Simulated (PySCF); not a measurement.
4,5-dihydro-1,3-oxazol-2-ylsilane (C₃H₇NOSi), SMILES [SiH3]C1=NCCO1. Heavy atoms are numbered as in [SiH3:1][C:2]1=[N:3][CH2:4][CH2:5][O:6]1. Hydrogens are named by the atom that carries them.

The structure is a stationary point at r2SCAN-D4/def2-SVP. Other conformers were not sampled.

All values below come from PySCF with PBE/pcSseg-1.

GIAO shieldings, no solvent; atoms alike by connectivity are averaged. δ = σ(ref) − σ: ²⁹Si against TMS (σ = 335.4 ppm); ¹³C against TMS (σ = 182.0 ppm); ¹⁵N against NH3 (σ = 267.0 ppm); ¹⁷O against H2O (σ = 334.3 ppm); ¹H against TMS (σ = 31.49 ppm), references at their B3LYP-D3(BJ)/def2-TZVP geometries, non-relativistic.

| atoms | nucleus | count | δ (ppm) |
|---|---|---|---|
| Si1 (SiH3) | ²⁹Si | 1 | [?] |
| C2 | ¹³C | 1 | 170.8 |
| C5 (CH2) | ¹³C | 1 | 72.7 |
| C4 (CH2) | ¹³C | 1 | [?] |
| N3 | ¹⁵N | 1 | 295.2 |
| O6 | ¹⁷O | 1 | 229.3 |
| H on Si1 | ¹H | 3 | 4.49 |
| H on C5 | ¹H | 2 | [?] |
| H on C4 | ¹H | 2 | [?] |

Problem. Some entries are withheld; supply them. (An estimate is asked for; the answer gives what the named calculation found.)

Solution. 
- H on C4, δ (ppm): 4.29
- H on C5, δ (ppm): 4.35
- Si1 (SiH3), δ (ppm): -83.5
- C4 (CH2), δ (ppm): 63.3
